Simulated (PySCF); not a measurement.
Compound: CH₇B₃N₄.
Atom-mapped SMILES: `[CH2:1]=[N:2][B:3]1[NH:4][BH:5][NH:6][BH:7][NH:8]1` (hydrogens: H9, H10 on C1; H11 on N4; H12 on B5; H13 on N6; H14 on B7; H15 on N8)

Cartesian coordinates in Å at the PBE0-D3(BJ)/def2-SVP level; atoms count from 1:
```
atom  x, y, z in Å
C1     2.9852    0.2486   -0.4336
N2     1.9867    0.2254    0.3273
B3     0.5813    0.0758    0.0632
N4    -0.2624    1.2176   -0.1440
B5    -1.6668    1.1019   -0.3445
N6    -2.2316   -0.2094   -0.3380
B7    -1.4458   -1.3827   -0.1275
N8    -0.0463   -1.2144    0.0700
H9     4.0059    0.3751   -0.0272
H10    2.9288    0.1489   -1.5382
H11    0.1576    2.1376   -0.1363
H12   -2.3562    2.0815   -0.5165
H13   -3.2282   -0.3099   -0.4744
H14   -1.9503   -2.4827   -0.1188
H15    0.5284   -2.0314    0.2287
```

The closed-shell ground state was solved at several levels (PySCF, density fitting, gas phase, non-relativistic).

```tsv
level	basis functions	HOMO (eV)	LUMO (eV)	gap (eV)	dipole (D)
B3LYP/pcJ-1	286	-6.69	-0.86	5.83	1.55
PBE0/pcSseg-1	171	-6.92	-0.62	6.30	1.61
```

Question: Estimate the row for B3LYP/def2-SVPD, a basis of 216 functions; the other rows only guide the guess.

Answer: HOMO -6.77 eV, LUMO -1.01 eV, gap 5.76 eV, dipole 1.51 D.

Question: Over all these levels, which gives the widest orbital gap and which the narrowest?

Answer: PBE0/pcSseg-1 (global hybrid, 25 % exact exchange) has the widest, 6.30 eV, and B3LYP/def2-SVPD (global hybrid, 20 % exact exchange) the narrowest, 5.76 eV. Functional and basis both differ between the two, so the spread mixes both effects.

Question: How far do the dipole and the HOMO energy spread over the levels?

Answer: The dipole runs from 1.51 to 1.61 D (mean 1.56 D) and the HOMO from -6.92 to -6.69 eV.

One conformer stands for the species.
